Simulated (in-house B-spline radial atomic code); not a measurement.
Results of a calculation; reference values are marked as such.
Weak and strong correlation along the adiabatic connection

Two-electron singlets in several external potentials (atomic units), by full CI in B-splines with partial waves to l = 8 (correlation energies up to 0.6 % small). The repulsion is scaled by λ at fixed density; W(λ) is the mean repulsion less the Hartree energy, W(0) = E_x, and the area under W from 0 to 1 is E_xc.

Relative drop (W(λ) − E_x)/E_x:

```tsv
system	λ = 0.12	λ = 0.25	λ = 0.4	λ = 0.6	λ = 0.8	λ = 1
−Z exp(−kr)/r, Z = 7.41, k = 2.64	0.0029	0.0059	0.0094	0.0140	0.0184	0.0228
ω²r²/2 − Z/r, ω = 0.0535, Z = 0.7	0.0387	0.0734	0.1062	0.1411	0.1685	0.1905
ω²r²/2 − Z/r, ω = 0.429, Z = 0.5	0.0195	0.0385	0.0581	0.0811	0.1010	0.1184
ω²r²/2 − Z/r, ω = 0.345, Z = 2	0.0102	0.0207	0.0322	0.0464	0.0596	0.0719
−Z/r, Z = 1.5, wall at 1 bohr	0.0061	0.0126	0.0197	0.0289	0.0376	0.0459
−Z/r, Z = 1, wall at 8 bohr	0.0278	0.0542	0.0805	0.1102	0.1349	0.1557
−V exp(−r²/w²), V = 13.5, w = 4.0	0.0139	0.0280	0.0430	0.0613	0.0777	0.0925
```

(1) Order the systems by how far second-order (GL2) theory, half the initial slope (estimated from the first points of each curve), overshoots the correlation energy, least first.
A. ω²r²/2 − Z/r, ω = 0.345, Z = 2
B. −V exp(−r²/w²), V = 13.5, w = 4.0
C. −Z/r, Z = 1, wall at 8 bohr
D. −Z exp(−kr)/r, Z = 7.41, k = 2.64
E. −Z/r, Z = 1.5, wall at 1 bohr
F. ω²r²/2 − Z/r, ω = 0.0535, Z = 0.7
G. ω²r²/2 − Z/r, ω = 0.429, Z = 0.5

(2) What else changes along this order?

Results:

(1) D (GL2/E_c = 1.04), E (GL2/E_c = 1.09), A (GL2/E_c = 1.14), B (GL2/E_c = 1.19), G (GL2/E_c = 1.28), C (GL2/E_c = 1.37), F (GL2/E_c = 1.54).

(2) The ratio follows the bend of the curve. With it the leading natural occupation goes from 1.999 to 1.881 and −T_c/E_c from 0.96 to 0.65 between the first and the last.
